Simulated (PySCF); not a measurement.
1-ethenoxypropa-1,2-diene (C₅H₆O), SMILES C=C=COC=C.

The structure is a stationary point at B3LYP-D3(BJ)/def2-SVP. One conformer was computed; it need not be the lowest.

Vertical ionisation energy (IE) and electron affinity (EA) in eV. Rows of orbital energies are one-electron estimates. Where ΔSCF, EOM or ADC give a negative EA the extra electron is unbound and the value depends on the basis.

| level | IE | EA |
|---|---|---|
| −ε(HOMO), −ε(LUMO), PBE0/def2-TZVP (PySCF) | [?] | [?] |
| −ε(HOMO), −ε(LUMO), PBE/def2-TZVP (PySCF) | 5.49 | 1.36 |

Q: Fill in the missing entries. (The exact figures need the calculation; the answer reports its results.)

A: 
- −ε(HOMO), −ε(LUMO), PBE0/def2-TZVP (PySCF), IE: 6.63
- −ε(HOMO), −ε(LUMO), PBE0/def2-TZVP (PySCF), EA: 0.31
